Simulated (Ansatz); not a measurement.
Reaction R1 → 2 P1, each structure at its B3LYP-D3(BJ)/def2-TZVP stationary point, reached from a drawn start (curvature not checked).
P1: BCl2 (SMILES Cl[B]Cl), charge 0, multiplicity 2.
R1, B2Cl4 (SMILES ClB(Cl)B(Cl)Cl) (charge 0, multiplicity 1):
| atom | x (Å) | y (Å) | z (Å) |
|---|---|---|---|
| Cl | -0.6124 | 1.0732 | -1.9444 |
| B | 0.1987 | -0.0028 | -0.8320 |
| Cl | 1.4234 | -1.0847 | -1.4507 |
| B | -0.1987 | 0.0028 | 0.8320 |
| Cl | -1.4234 | 1.0847 | 1.4507 |
| Cl | 0.6123 | -1.0732 | 1.9444 |

P less R. No zero-point or thermal terms; singlets are restricted closed shells; open shells are unrestricted. One arrangement of each flexible species, with no search for the lowest.

Codes used: Ansatz (a first-principles code). Each number belongs to the level named beside it.

Task: One of these levels gives 75.13 kcal/mol for the reaction energy. Which one is it?
A) HF/cc-pV(D+d)Z
B) B97M-V/def2-TZVPP
C) BLYP/def2-TZVPP

Result: A, HF/cc-pV(D+d)Z. The others give 89.53 (BLYP/def2-TZVPP), 99.35 (B97M-V/def2-TZVPP)
